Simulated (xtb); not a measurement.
AlH₃, SMILES [AlH3]. All values are semi-empirical tight-binding results from xtb (GFN2-xTB unless named), good for trends rather than for accurate numbers. Coordinates come from a GFN2-xTB optimisation. The isomer is the one that the SMILES or the coordinates give; other isomers of the formula were not compared.

For metal compounds this method's bond lengths and energies can be far off.

```yaml
point_group_as_xtb_finds_it: D3h
orbital_gap: 5.32 eV
zero_point_energy: 10.8 kcal/mol
G − E(el) at 298.15 K (modified RRHO): -1.4 kcal/mol
```
